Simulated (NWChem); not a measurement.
System meant: C₄H₄O₂; SMILES O=C1C=COC1

Input file for NWChem:

```
start job
memory heap 200 mb stack 700 mb global 900 mb
geometry units angstroms noautoz
  O     -0.044410     2.081491     0.000000
  C      0.038974     0.866549     0.000000
  C      1.208969    -0.011172     0.000000
  C      0.751339    -1.281519     0.000000
  O     -0.590973    -1.432180     0.000000
  C     -1.158446    -0.104635     0.000000
  H      2.240899     0.308284     0.000000
  H      1.298856    -2.217528     0.000000
  H     -1.780392     0.010134    -0.892546
  H     -1.780392     0.010134     0.892546
end
basis spherical
  O library def2-svp
  C library def2-svp
  H library def2-svp
end
dft
  odft
  mult 2
  xc b3lyp
  iterations 150
  mulliken
end
task dft energy
```

End of the output:

```
 ==============================================================================
                                 internuclear angles
 ------------------------------------------------------------------------------
        center 1       |       center 2       |       center 3       |  degrees
 ------------------------------------------------------------------------------
    1 O                |   2 C                |   3 C                |   130.80
    1 O                |   2 C                |   6 C                |   125.12
    3 C                |   2 C                |   6 C                |   104.08
    2 C                |   3 C                |   4 C                |   107.07
    2 C                |   3 C                |   7 H                |   125.92
    4 C                |   3 C                |   7 H                |   127.01
    3 C                |   4 C                |   5 O                |   116.22
    3 C                |   4 C                |   8 H                |   129.86
    5 O                |   4 C                |   8 H                |   113.92
    4 C                |   5 O                |   6 C                |   106.74
    2 C                |   6 C                |   5 O                |   105.90
    2 C                |   6 C                |   9 H                |   112.05
    2 C                |   6 C                |  10 H                |   112.05
    5 O                |   6 C                |   9 H                |   108.66
    5 O                |   6 C                |  10 H                |   108.66
    9 H                |   6 C                |  10 H                |   109.36
 ------------------------------------------------------------------------------
                            number of included internuclear angles:         16
 ==============================================================================

 Summary of "ao basis" -> "" (spherical)
 ------------------------------------------------------------------------------
       Tag                 Description            Shells   Functions and Types
 ---------------- ------------------------------  ------  ---------------------
 O                          def2-svp                 6       14   3s2p1d
 C                          def2-svp                 6       14   3s2p1d
 H                          def2-svp                 3        5   2s1p

                                 NWChem DFT Module
                                 -----------------

 Summary of "ao basis" -> "ao basis" (spherical)
 ------------------------------------------------------------------------------
       Tag                 Description            Shells   Functions and Types
 ---------------- ------------------------------  ------  ---------------------
 O                          def2-svp                 6       14   3s2p1d
 C                          def2-svp                 6       14   3s2p1d
 H                          def2-svp                 3        5   2s1p

      Symmetry analysis of basis
      --------------------------

        a'         73
        a"         31

  number of electrons :                   44
  multiplicity        :                    2
 ------------------------------------------------------------------------
  no. of electrons and multiplicity not compatible                  44
 ------------------------------------------------------------------------
 ------------------------------------------------------------------------
  current input line :
    27: task dft energy
 ------------------------------------------------------------------------
 ------------------------------------------------------------------------
 There is an error in the input file
 ------------------------------------------------------------------------
 For more information see the NWChem manual at https://nwchemgit.github.io

0: no. of electrons and multiplicity not compatible:Received an Error in Communication
```

### Question
What is wrong, and how is it mended?

### Answer
The input was rejected before any calculation. Cause: the multiplicity doesn't fit the number of electrons (an even count wants an odd multiplicity, and the reverse). This input runs:
```
start job
memory heap 200 mb stack 700 mb global 900 mb
geometry units angstroms noautoz
  O     -0.044410     2.081491     0.000000
  C      0.038974     0.866549     0.000000
  C      1.208969    -0.011172     0.000000
  C      0.751339    -1.281519     0.000000
  O     -0.590973    -1.432180     0.000000
  C     -1.158446    -0.104635     0.000000
  H      2.240899     0.308284     0.000000
  H      1.298856    -2.217528     0.000000
  H     -1.780392     0.010134    -0.892546
  H     -1.780392     0.010134     0.892546
end
basis spherical
  O library def2-svp
  C library def2-svp
  H library def2-svp
end
dft
  xc b3lyp
  iterations 150
  mulliken
end
task dft energy
```
It converges to -305.02275 Ha (B3LYP/def2-SVP).
